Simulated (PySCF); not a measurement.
**InTe: script and output**

Input:

```python
from pyscf import gto, scf

mol = gto.M(
    atom='In 0 0 0; Te 0 0 2.71',
    basis='def2-svp',
    ecp={'In': 'def2-svp', 'Te': 'def2-svp'},
    charge=0,
    spin=1,
    symmetry=True,
    verbose=4,
)
mf = scf.UHF(mol)
mf.kernel()
mf.mulliken_pop()
mf.dip_moment()
print('orbital energies (hartree):', [e[max(0, n-3):n+3].round(4) for e, n in zip(mf.mo_energy, mol.nelec)])
```

```bash
$ OMP_NUM_THREADS=1 python input.py
```

The log (some set-up lines and the per-cycle HOMO/LUMO lines with their warnings removed):

```
PySCF version 2.14.0

[INPUT] Symbol           X                Y                Z      unit          X                Y                Z       unit  Magmom
[INPUT]  1 In     0.000000000000   0.000000000000   0.000000000000 AA    0.000000000000   0.000000000000   0.000000000000 Bohr   0.0
[INPUT]  2 Te     0.000000000000   0.000000000000   2.710000000000 AA    0.000000000000   0.000000000000   5.121157797571 Bohr   0.0

nuclear repulsion = 98.4152451305092
point group symmetry = Coov
symmetry origin: [0.        0.        2.6366357]
symmetry axis x: [1. 0. 0.]
symmetry axis y: [0. 1. 0.]
symmetry axis z: [0. 0. 1.]
num. orbitals of irrep A1 = 20
num. orbitals of irrep E1x = 12
num. orbitals of irrep E1y = 12
num. orbitals of irrep E2x = 4
num. orbitals of irrep E2y = 4
number of shells = 20
number of NR pGTOs = 122
number of NR cGTOs = 52
basis = def2-svp
ecp = {'In': 'def2-svp', 'Te': 'def2-svp'}

******** <class 'pyscf.scf.uhf_symm.SymAdaptedUHF'> ********
method = SymAdaptedUHF
initial guess = minao
damping factor = 0
level_shift factor = 0
DIIS = <class 'pyscf.scf.diis.CDIIS'>
SCF conv_tol = 1e-09
SCF max_cycles = 50
number electrons alpha = 23  beta = 22
Freeze 0 electrons in irreps []
    45 free electrons in irreps A1 E1x E1y E2x E2y
init E= -405.880293963896

cycle= 1 E= -455.018028026974  delta_E= -49.1  |g|= 1.54  |ddm|= 9.71
cycle= 2 E= -454.418600198041  delta_E= 0.599  |g|= 1.27  |ddm|= 4.24
cycle= 3 E= -455.973199515605  delta_E= -1.55  |g|= 0.49  |ddm|= 2.62
cycle= 4 E= -456.226460961591  delta_E= -0.253  |g|= 0.093  |ddm|= 0.96
cycle= 5 E= -456.239923106707  delta_E= -0.0135  |g|= 0.0369  |ddm|= 0.251
cycle= 6 E= -456.243562858975  delta_E= -0.00364  |g|= 0.0184  |ddm|= 0.129
cycle= 7 E= -456.245083088269  delta_E= -0.00152  |g|= 0.00804  |ddm|= 0.105
cycle= 8 E= -456.245413778757  delta_E= -0.000331  |g|= 0.00477  |ddm|= 0.0444
cycle= 9 E= -456.245565227593  delta_E= -0.000151  |g|= 0.00283  |ddm|= 0.0306
cycle= 10 E= -456.245636702413  delta_E= -7.15e-05  |g|= 0.000892  |ddm|= 0.0306
cycle= 11 E= -456.245641972111  delta_E= -5.27e-06  |g|= 0.000406  |ddm|= 0.00695
cycle= 12 E= -456.245642974773  delta_E= -1e-06  |g|= 0.000253  |ddm|= 0.00238
cycle= 13 E= -456.245643499934  delta_E= -5.25e-07  |g|= 0.000125  |ddm|= 0.002
cycle= 14 E= -456.245643635915  delta_E= -1.36e-07  |g|= 4.98e-05  |ddm|= 0.00115
cycle= 15 E= -456.245643653594  delta_E= -1.77e-08  |g|= 2.41e-05  |ddm|= 0.000397
cycle= 16 E= -456.245643656846  delta_E= -3.25e-09  |g|= 7.92e-06  |ddm|= 0.000187
cycle= 17 E= -456.245643657116  delta_E= -2.7e-10  |g|= 2.85e-06  |ddm|= 5.39e-05
Extra cycle  E= -456.24564365713  delta_E= -1.43e-11  |g|= 1.47e-06  |ddm|= 7.84e-06
converged SCF energy = -456.24564365713  <S^2> = 0.79458469  2S+1 = 2.0440985
 ** Mulliken pop       alpha | beta **
pop of  0 In 4s        1.29814 | 1.29812
pop of  0 In 5s       -0.30004 | -0.30006
pop of  0 In 6s        0.54481 | 0.54653
pop of  0 In 7s        0.35123 | 0.33216
pop of  0 In 4px       0.54140 | 0.54124
pop of  0 In 4py       0.54140 | 0.54124
pop of  0 In 4pz       0.53396 | 0.54170
pop of  0 In 5px       0.45679 | 0.45713
pop of  0 In 5py       0.45679 | 0.45713
pop of  0 In 5pz       0.46687 | 0.45660
pop of  0 In 6px       0.03932 | 0.04541
pop of  0 In 6py       0.03932 | 0.04541
[40 lines left out]
In total            23.00000 | 22.00000
 ** Mulliken atomic charges   ( Nelec_alpha | Nelec_beta ) **
charge of  0In =      0.42068  (    10.45029     10.12904 )
charge of  1Te =     -0.42068  (    12.54971     11.87096 )
Dipole moment(X, Y, Z, Debye):  0.00000,  0.00000, -4.70370
orbital energies (hartree): [array([-0.3305, -0.2958, -0.2958,  0.0113,  0.0113,  0.0839]), array([-0.4089, -0.2827, -0.2827, -0.0393,  0.0194,  0.0194])]
```

In short: E(SCF) = -456.245644 Eh, ⟨S²⟩ = 0.795, μz(SCF) = -4.70 D.

It ran on AMD EPYC 7R43 64-Core (1 thread, shared host) in 2.7 s.

The bond length is a typed value, not an optimised one. No search for the lowest solution was made.
